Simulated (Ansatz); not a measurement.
Molecule: sum formula AlCl$_{2}$F, charge 0, multiplicity 1. SMILES: [F][Al]([Cl])[Cl]
Geometry: optimised at B3LYP-D3(BJ)/def2-TZVP (Ansatz, an electronic-structure program).

Quantity: vertical ionisation energy (to the doublet state of charge +1; each state is the SCF solution reached for its spin; for the doublet the Hartree-Fock reference is unstable and T1 is 0.021), in eV. Cores are frozen in the correlated levels unless marked. Open shells are spin-unrestricted. No spin-orbit coupling. No relativistic terms.  The program attaches cautions to a run behind CCSD/aug-cc-pV(D+d)Z: other roots. The program attaches cautions to a run behind CCSD/aug-cc-pV(T+d)Z: other roots. The program attaches cautions to a run behind CCSD/aug-cc-pV(Q+d)Z: other roots. The program attaches cautions to a run behind CCSD(T)/aug-cc-pV(D+d)Z: other roots. The program attaches cautions to a run behind CCSD(T)/aug-cc-pV(T+d)Z: other roots.

```json
[
 {"level": "RI-HF/aug-cc-pV(T+d)Z", "program": "Ansatz", "vertical ionisation energy (eV)": "11.54"},
 {"level": "RI-HF/aug-cc-pV(Q+d)Z", "program": "Ansatz", "vertical ionisation energy (eV)": "11.53"},
 {"level": "SVWN5/def2-TZVPD", "program": "Ansatz", "vertical ionisation energy (eV)": "11.62"},
 {"level": "PBE/def2-TZVPD", "program": "Ansatz", "vertical ionisation energy (eV)": "11.41"},
 {"level": "r2SCAN/def2-TZVPD", "program": "Ansatz", "vertical ionisation energy (eV)": "11.67"},
 {"level": "BHLYP/def2-TZVPD", "program": "Ansatz", "vertical ionisation energy (eV)": "12.17"},
 {"level": "wB97X-V/def2-TZVPD", "program": "Ansatz", "vertical ionisation energy (eV)": "12.34"},
 {"level": "B2PLYP/def2-TZVPD", "program": "Ansatz", "vertical ionisation energy (eV)": "12.05"},
 {"level": "RI-MP2/aug-cc-pV(T+d)Z", "program": "Ansatz", "vertical ionisation energy (eV)": "12.67"},
 {"level": "CCSD/aug-cc-pV(D+d)Z", "program": "Ansatz", "vertical ionisation energy (eV)": "12.29"},
 {"level": "CCSD/aug-cc-pV(T+d)Z", "program": "Ansatz", "vertical ionisation energy (eV)": "12.41"},
 {"level": "CCSD/aug-cc-pV(Q+d)Z", "program": "Ansatz", "vertical ionisation energy (eV)": "12.52"},
 {"level": "CCSD(T)/aug-cc-pV(D+d)Z", "program": "Ansatz", "vertical ionisation energy (eV)": "12.21"},
 {"level": "CCSD(T)/aug-cc-pV(T+d)Z", "program": "Ansatz", "vertical ionisation energy (eV)": "12.34"}
]
```
